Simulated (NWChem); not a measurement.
Species: CH₆FNSi; SMILES C[SiH](N)F

```xyz
10

Si     0.0709    -0.0482    -0.3447
C     -0.9748     1.4099     0.1833
N     -0.6580    -1.5044     0.2110
F      1.5707     0.1959     0.2381
H      0.2206    -0.1800    -1.8151
H     -1.9617     1.3705    -0.2908
H     -1.1234     1.4188     1.2701
H     -0.5012     2.3591    -0.0905
H     -0.9739    -1.5866     1.1704
H     -0.3353    -2.3989    -0.1383
```
Atoms are numbered in this order, from 1.

Computed with NWChem. Medium grid unless said otherwise, to which SCAN and Minnesota functionals are sensitive. Coordinates come from a B3LYP/6-31G* (spherical d) optimisation. Hybrids' shares of exact exchange are those that their runs print; pure functionals count as 0. The functionals differ in more than this share.

| row | share of exact exchange | orbital gap (eV) |
|---|---|---|
| PBE/def2-TZVP | 0.00 | 6.44 |
| LDA (Slater exchange, VWN5)/def2-TZVP | 0.00 | 6.49 |
| B3LYP/def2-TZVP | 0.20 | 8.16 |
| PBE0/def2-TZVP | 0.25 | withheld |
| M06-2X/def2-TZVP | 0.54 | 10.87 |

Problem. Fit a straight line of the last column on the one before it, predict the withheld value, and compare with the run.

Solution. 
1. Means of the 4 shown rows: x = 0.185, y = 7.990. Slope Σ(x − x̄)(y − ȳ)/Σ(x − x̄)² = 1.589/0.1947 = 8.162; intercept 6.480.
2. The shown rows scatter about the line by 0.033 (root mean square); the largest residual is +0.05, at B3LYP/def2-TZVP.
3. At x = 0.25 (PBE0/def2-TZVP; inside the shown range) the line gives 8.52.
4. The run gives 8.77, +0.25 from the line, 7.7 times the scatter.
